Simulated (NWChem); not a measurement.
System: SiNH4Cl; SMILES N[SiH2]Cl

```xyz
7

Si     0.5443    -0.5100     0.0000
N     -0.6269    -1.7660     0.0000
Cl    -0.2105     1.4507     0.0000
H      1.3455    -0.6303    -1.2367
H      1.3455    -0.6303     1.2367
H     -1.1720    -1.9497     0.8346
H     -1.1720    -1.9497    -0.8346
```
Atoms are numbered in this order, from 1.

Computed with NWChem. Medium grid unless said otherwise, to which SCAN and Minnesota functionals are sensitive. Geometry: optimised at B3LYP/6-31G* (spherical d). B3LYP is NWChem's, with the RPA form of VWN correlation.

Problem. Order these by “dipole (D)”, lowest first: r2SCAN/def2-SVP; PBE/def2-SVP; BLYP/def2-SVP.

Solution. BLYP/def2-SVP (2.09), PBE/def2-SVP (2.16), r2SCAN/def2-SVP (2.21)
